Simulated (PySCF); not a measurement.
PySCF 2.14 output of an unrestricted PBE0 calculation on a single atom or ion in aug-cc-pVQZ with one added diffuse shell each of s, p, d, f, g type (7s6p5d4f3g, 105 functions), with the non-relativistic Hamiltonian (point nucleus):

```
SCF conv_tol = 1e-09
number electrons alpha = 6  beta = 4
    C. Adamo and V. Barone.,  J. Chem. Phys. 110, 6158 (1999)
    M. Ernzerhof and G. E. Scuseria.,  J. Chem. Phys. 110, 5029 (1999)
cycle= 1 E= -127.281308128892  delta_E= -0.00308  |g|= 0.0224  |ddm|= 0.19
cycle= 2 E= -127.281410344608  delta_E= -0.000102  |g|= 0.0133  |ddm|= 0.0386
cycle= 3 E= -127.281445059981  delta_E= -3.47e-05  |g|= 0.00227  |ddm|= 0.0149
cycle= 4 E= -127.281447389364  delta_E= -2.33e-06  |g|= 0.000197  |ddm|= 0.00626
cycle= 5 E= -127.281447424372  delta_E= -3.5e-08  |g|= 2.02e-05  |ddm|= 0.000947
cycle= 6 E= -127.281447425844  delta_E= -1.47e-09  |g|= 3.65e-06  |ddm|= 0.00021
cycle= 7 E= -127.281447425927  delta_E= -8.33e-11  |g|= 1.09e-07  |ddm|= 6.25e-05
converged SCF energy = -127.281447425927  <S^2> = 2.0016366  2S+1 = 3.0010909
```

The run itself started from symmetry-adapted Hartree-Fock orbitals and held the occupation by maximum overlap, on a logarithmic radial grid, so the iterations belong to that start.

Which element, charge and spin multiplicity is this?

Ne (neon, neutral), multiplicity 3; the state was [He] 2s1 2p6 3p1, high-spin 3P determinant (an excited configuration).

The outer electron is Rydberg-like, and this basis confines it to a smaller radius and binds it less than a complete one would.
